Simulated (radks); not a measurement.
Pr3+, 56 electrons, occupied as [Xe] 4f2. Calculated with a radial shooting solver on a logarithmic mesh with Libxc functionals: Dirac Kohn-Sham, PBE, spin-unpolarised, spherical densities, point nucleus; open shells are shared between the two j in proportion to 2j + 1.

Normalised radial functions P(r) = r R(r) (large component), r in bohr:

```
   r/bohr * 4d3/2, o 4d5/2, + 5p1/2 (the largest magnitude, 1.19, reaches the edge; | marks zero, & curves that meet)
 0.003427                             &
 0.005195                             &
 0.007874                             &+
  0.01194                             &+
  0.01809                             & +
  0.02765                             |&  +
  0.04191                             |  & +
  0.06354                             |   + &
  0.09631                             |+          &
    0.146                        +    |               o*
   0.2213                       +     |           &
   0.3355                       &     |  +
   0.5127  *o                         |          +
   0.7771  &                         +|
    1.178           +    o*           |
    1.786           +              &  |
    2.707                      +      &
    4.104                            +&
```

4d3/2: eigenvalue -142.63 eV, 1 radial node at r = 0.298 bohr, <r> = 0.717 bohr, 90 % of the charge inside 1.08 bohr. 4d5/2: eigenvalue -138.98 eV, 1 radial node at r = 0.302 bohr, <r> = 0.727 bohr, 90 % of the charge inside 1.09 bohr. 5p1/2: eigenvalue -49.172 eV, 3 radial nodes at r = 0.100, 0.301, 0.763 bohr, <r> = 1.63 bohr, 90 % of the charge inside 2.36 bohr.
